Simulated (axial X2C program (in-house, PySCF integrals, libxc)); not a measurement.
## LiBr along the bond: HF, two-component

All values were computed with an axial X2C code built on PySCF integrals. Two-component (2c) means X2C with spin–orbit coupling and atomic mean-field two-electron Coulomb and Gaunt terms. Basis: Br dyall-cv3z [8s9p6d4f1g], Li dyall-cv3z [7s8p2d] (cores contracted in-house); Gaussian nuclei, density fitting, unrestricted open shells. Masses: Br 78.918 u, Li 7.016 u.

State: Ω = 0 (closed shell). Dipoles are positive if Li is the positive end.

Results along the bond:

| R (Å) | μ (D) | HOMO (eV) | LUMO (eV) |
| --- | --- | --- | --- |
| 1.891 | 6.244 | -9.82 | -0.21 |
| 1.977 | 6.587 | -9.67 | -0.26 |
| 2.043 | 6.852 | -9.57 | -0.30 |
| 2.108 | 7.123 | -9.47 | -0.35 |
| 2.173 | 7.399 | -9.37 | -0.39 |
| 2.249 | 7.728 | -9.27 | -0.45 |
| 2.325 | 8.064 | -9.16 | -0.50 |
| 2.423 | 8.505 | -9.04 | -0.58 |
| 2.542 | 9.059 | -8.89 | -0.67 |
| 2.716 | 9.891 | -8.68 | -0.81 |

Occupations by symmetry block were frozen at the best pattern of an incomplete PBE0 search. Closed shells are restricted here (equal orbitals for both partners); the stretched side of such a curve lies too high.
